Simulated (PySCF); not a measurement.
# Electron correlation in B (boron, neutral)

[He] 2s1 2p1 3d1, one real determinant (an excited configuration). All numbers are calculated (PySCF 2.14, scalar relativity by spin-free X2C-1e, in dyall-acv3z (15s9p4d2f, 76 functions)). Frozen: nothing; 5 electrons correlated; the 5 highest virtual orbitals of each spin left out.

| level | correlation energy (mhartree) |
| --- | --- |
| CCSD | -57.39 |
| (T) | -0.24 |
| CCSD(T) | -57.63 |

Diagnostics: T1 = 0.0060, D1 = 0.0172, largest double amplitude 0.045.

Task: Is a single reference adequate?

Result: Yes: T1 lies below 0.03 and no double amplitude reaches 0.07.

The reference is one real determinant that mixes LS terms of this configuration.
